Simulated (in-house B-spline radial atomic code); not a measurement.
The nickel ion Ni²⁺: [Ne] 3s1 3p6 3d9 (with a hole in an inner shell)

Method: Dirac-Hartree-Fock, average of configuration, Fermi nucleus of rms radius 3.7757 fm. Calculated with an all-electron radial atomic-structure program (B-spline basis).

Effective charges: Z_r = [3n² - l(l+1)]/(2<r>) from the radius, Z_e = n√(-2ε) from the energy, and Slater's rules. Values are occupation-weighted means over j.

```tsv
shell	electrons	ε (eV)	<r> (bohr)	Z_r	Z_e	Slater
1s	2	-8432.5	0.05406	27.75	24.90	27.70
2s	2	-1072.8	0.2438	24.61	17.76	23.85
2p	6	-923.26	0.2148	23.28	16.48	23.85
3s	1	-158.97	0.738	18.29	10.25	17.10
3p	6	-109.47	0.7802	16.02	8.51	17.10
3d	9	-38.971	0.9388	11.18	5.08	8.20
```

The least bound orbital is 3d5/2 at -38.86 eV, and it is also the most diffuse (<r> = 0.9411 bohr). The part-filled 3s shell lies below the filled 3p shell in orbital energy.

Spin-orbit splittings of the orbital energies (j = l + 1/2 above j = l - 1/2 when positive): 2p 17.78 eV, 3p 2.374 eV, 3d 0.2905 eV.

For the 1s electron the small component carries 1.02 % of the norm, the zero-frequency Breit interaction raises the level by 10.54 eV, self-energy by 5.315 eV, and vacuum polarisation lowers it by 0.4728 eV.
